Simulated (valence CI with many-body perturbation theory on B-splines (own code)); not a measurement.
**Pt70+: E2, E3, M1, M2 decay**

Level of theory: relativistic CI+MBPT: six valence electrons over a frozen Dirac-Fock core [He], a basis of 9 s, 9 p, 8 d, 6 f, 3 g, 1 h functions for each j, with the one-electron correlation potential Σ1 (screened to all orders), the two-electron term Σ2, the three-electron term Σ3, Breit, model QED; selected single and double excitations, second order for the rest, scaled by the run's own slope (own B-spline code, finite nucleus).

The last digits are not significant, and no measured levels were compared; by estimate large intervals hold to a few tenths of a per cent, small ones and those within an open d or f shell to about a per cent. Among the levels kept, up to 1900 cm⁻¹ of a level comes from second order outside the variational space, and about a tenth of that is noise between levels of different J, which matters for small intervals.

Lines 1 to 47 of 47 in falling wavelength, among levels below 885.71 Ry, chosen from the decays that carry over 1 % of a level's rate. Wavelengths and rates use the calculated energies. Electric multipoles are in the length gauge with retardation, E1 and E2 with the static RPA response of the core. M1 uses the relativistic operator with retardation. S is in atomic units (e²a₀⁴ for E2 and M2, e²a₀⁶ for E3), for M1 in squared Bohr magnetons. Weak lines are less certain than strong ones. Lines between different terms over intervals too small for the method are left out, as are lines whose strength nearly cancels. The highest levels of a list are the least certain.

Levels are named by their leading jj configuration (3d3/2^4 stands for four electrons in 3d with j = 3/2), which in mixed levels can hold well under half, so a name can repeat and another be missing. Letters in brackets count levels of one name in rising energy.

```
λ vac (nm)                               Upper                           Lower  Type   A (s⁻¹)  S (a.u.)
     18.78          (2s^2 2p1/2^2 2p3/2^2) J=0      (2s^2 2p1/2^2 2p3/2^2) J=2    E2  1.01e+02  2.11e-05
    0.7203            (2s^2 2p1/2 2p3/2^3) J=1      (2s^2 2p1/2^2 2p3/2^2) J=0    M1  1.58e+10  6.56e-01
    0.7016  (2s^2 2p1/2 2p3/2^2 3p1/2) J=1 [a]  (2s^2 2p1/2^2 2p3/2 3p1/2) J=1    M1  4.22e+10  1.62e+00
    0.6998      (2s^2 2p1/2 2p3/2^2 3p3/2) J=0  (2s^2 2p1/2^2 2p3/2 3p3/2) J=1    M1  5.10e+10  6.48e-01
    0.6989  (2s^2 2p1/2 2p3/2^2 3p1/2) J=2 [a]  (2s^2 2p1/2^2 2p3/2 3p1/2) J=2    M1  4.03e+10  2.55e+00
    0.6937            (2s^2 2p1/2 2p3/2^3) J=1      (2s^2 2p1/2^2 2p3/2^2) J=2    M1  4.32e+10  1.60e+00
    0.6865            (2s^2 2p1/2 2p3/2^3) J=2      (2s^2 2p1/2^2 2p3/2^2) J=2    M1  2.58e+10  1.55e+00
    0.6865            (2s^2 2p1/2 2p3/2^3) J=2      (2s^2 2p1/2^2 2p3/2^2) J=2    E2  4.14e+08  2.82e-05
    0.6756                  (2s^2 2p3/2^4) J=0        (2s^2 2p1/2 2p3/2^3) J=1    M1  1.08e+11  1.23e+00
    0.6711  (2s^2 2p1/2 2p3/2^2 3p1/2) J=1 [b]  (2s^2 2p1/2^2 2p3/2 3p1/2) J=2    M1  2.30e+10  7.73e-01
    0.1280      (2s^2 2p1/2^2 2p3/2 3p1/2) J=1      (2s^2 2p1/2^2 2p3/2^2) J=0    M1  2.93e+10  6.83e-03
    0.1280      (2s^2 2p1/2^2 2p3/2 3p1/2) J=2      (2s^2 2p1/2^2 2p3/2^2) J=0    E2  6.91e+11  1.06e-05
    0.1277  (2s^2 2p1/2 2p3/2^2 3p1/2) J=1 [a]        (2s^2 2p1/2 2p3/2^3) J=2    E2  3.67e+11  3.33e-06
    0.1277  (2s^2 2p1/2 2p3/2^2 3p1/2) J=1 [a]        (2s^2 2p1/2 2p3/2^3) J=2    M1  1.52e+10  3.51e-03
    0.1276  (2s^2 2p1/2 2p3/2^2 3p1/2) J=2 [a]        (2s^2 2p1/2 2p3/2^3) J=2    M1  4.76e+10  1.83e-02
    0.1276  (2s^2 2p1/2 2p3/2^2 3p1/2) J=2 [a]        (2s^2 2p1/2 2p3/2^3) J=2    E2  3.47e+10  5.23e-07
    0.1274  (2s^2 2p1/2 2p3/2^2 3p1/2) J=1 [a]        (2s^2 2p1/2 2p3/2^3) J=1    E2  3.66e+11  3.29e-06
    0.1274  (2s^2 2p1/2 2p3/2^2 3p1/2) J=1 [a]        (2s^2 2p1/2 2p3/2^3) J=1    M1  7.64e+10  1.76e-02
    0.1273      (2s^2 2p1/2 2p3/2^2 3p1/2) J=3        (2s^2 2p1/2 2p3/2^3) J=2    E2  2.15e+12  4.51e-05
    0.1273  (2s^2 2p1/2 2p3/2^2 3p1/2) J=2 [a]        (2s^2 2p1/2 2p3/2^3) J=1    E2  1.71e+12  2.56e-05
    0.1272      (2s^2 2p1/2^2 2p3/2 3p1/2) J=1      (2s^2 2p1/2^2 2p3/2^2) J=2    E2  1.84e+12  1.64e-05
    0.1272      (2s^2 2p1/2^2 2p3/2 3p1/2) J=1      (2s^2 2p1/2^2 2p3/2^2) J=2    M1  7.60e+10  1.74e-02
    0.1271      (2s^2 2p1/2^2 2p3/2 3p1/2) J=2      (2s^2 2p1/2^2 2p3/2^2) J=2    E2  2.53e+12  3.75e-05
    0.1271      (2s^2 2p1/2^2 2p3/2 3p1/2) J=2      (2s^2 2p1/2^2 2p3/2^2) J=2    M1  4.57e+10  1.74e-02
    0.1271      (2s^2 2p1/2 2p3/2^2 3p1/2) J=3        (2s^2 2p1/2 2p3/2^3) J=1    E2  3.59e+11  7.44e-06
    0.1268  (2s^2 2p1/2 2p3/2^2 3p1/2) J=2 [b]        (2s^2 2p1/2 2p3/2^3) J=2    E2  1.22e+12  1.78e-05
    0.1266  (2s^2 2p1/2 2p3/2^2 3p1/2) J=1 [b]        (2s^2 2p1/2 2p3/2^3) J=2    E2  9.51e+11  8.29e-06
    0.1266  (2s^2 2p1/2 2p3/2^2 3p1/2) J=1 [b]        (2s^2 2p1/2 2p3/2^3) J=2    M1  3.99e+10  9.00e-03
    0.1266      (2s 2p1/2^2 2p3/2^2 3p1/2) J=0        (2s 2p1/2^2 2p3/2^3) J=2    E2  1.88e+12  5.46e-06
    0.1265  (2s^2 2p1/2 2p3/2^2 3p1/2) J=2 [b]        (2s^2 2p1/2 2p3/2^3) J=1    E2  2.60e+11  3.77e-06
    0.1264  (2s^2 2p1/2 2p3/2^2 3p1/2) J=1 [b]        (2s^2 2p1/2 2p3/2^3) J=1    E2  9.53e+11  8.23e-06
    0.1259      (2s^2 2p1/2 2p3/2^2 3p1/2) J=0        (2s^2 2p1/2 2p3/2^3) J=2    E2  1.89e+12  5.34e-06
    0.1257      (2s^2 2p1/2 2p3/2^2 3p1/2) J=0        (2s^2 2p1/2 2p3/2^3) J=1    M1  4.63e+10  3.41e-03
    0.1212      (2s^2 2p1/2^2 2p3/2 3p3/2) J=2      (2s^2 2p1/2^2 2p3/2^2) J=0    E2  7.32e+11  8.55e-06
    0.1212      (2s^2 2p1/2 2p3/2^2 3p3/2) J=3        (2s^2 2p1/2 2p3/2^3) J=2    E2  3.07e+11  5.02e-06
    0.1212      (2s^2 2p1/2 2p3/2^2 3p3/2) J=0        (2s^2 2p1/2 2p3/2^3) J=2    E2  6.40e+11  1.50e-06
    0.1212      (2s^2 2p1/2 2p3/2^2 3p3/2) J=2        (2s^2 2p1/2 2p3/2^3) J=2    E2  1.04e+11  1.21e-06
    0.1210      (2s^2 2p1/2 2p3/2^2 3p3/2) J=3        (2s^2 2p1/2 2p3/2^3) J=1    E2  3.93e+11  6.38e-06
    0.1210      (2s^2 2p1/2 2p3/2^2 3p3/2) J=2        (2s^2 2p1/2 2p3/2^3) J=1    E2  6.70e+11  7.75e-06
    0.1208      (2s^2 2p1/2^2 2p3/2 3p3/2) J=3      (2s^2 2p1/2^2 2p3/2^2) J=2    E2  1.42e+12  2.29e-05
    0.1208      (2s^2 2p1/2^2 2p3/2 3p3/2) J=1      (2s^2 2p1/2^2 2p3/2^2) J=2    E2  1.44e+12  9.91e-06
    0.1201      (2s^2 2p1/2^2 2p3/2 3p3/2) J=0      (2s^2 2p1/2^2 2p3/2^2) J=2    E2  3.68e+12  8.22e-06
    0.1179      (2s^2 2p1/2^2 2p3/2 3d5/2) J=4      (2s^2 2p1/2^2 2p3/2^2) J=2    M2  1.06e+11  1.94e-06
    0.1179      (2s^2 2p1/2^2 2p3/2 3d5/2) J=4      (2s^2 2p1/2^2 2p3/2^2) J=2    E3  7.96e+09  7.20e-07
    0.1030      (2s^2 2p1/2 2p3/2^2 3p3/2) J=3      (2s^2 2p1/2^2 2p3/2^2) J=2    E2  7.70e+11  5.59e-06
    0.1030      (2s^2 2p1/2 2p3/2^2 3p3/2) J=0      (2s^2 2p1/2^2 2p3/2^2) J=2    E2  1.71e+12  1.77e-06
    0.1030      (2s^2 2p1/2 2p3/2^2 3p3/2) J=2      (2s^2 2p1/2^2 2p3/2^2) J=2    E2  7.48e+11  3.87e-06
```
